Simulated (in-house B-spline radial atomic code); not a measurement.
# F VIII (F7+): 1s2

Computed with a B-spline radial code for spherical atoms: non-relativistic r2SCAN, spin-polarised, spherical fractional occupations, point nucleus.

Z_r = [3n² - l(l+1)]/(2<r>); Z_e = n√(-2ε); the last column is Slater's effective charge. Values are occupation-weighted means over spin.

```json
{"shell": "1s", "electrons": "2", "ε (eV)": "-905.72", "<r> (bohr)": "0.1742", "Z_r": "8.61", "Z_e": "8.16", "Slater": "8.70"}
```

The least bound orbital is 1s at -905.7 eV, and it is also the most diffuse (<r> = 0.1742 bohr).

The density falls to 0.001 bohr⁻³ at 0.76 bohr; Σ<r²> = 0.081434 bohr² gives, by the non-relativistic formula and without the paramagnetism of open shells, a Langevin diamagnetic susceptibility of -0.06449×10⁻⁶ cm³/mol.
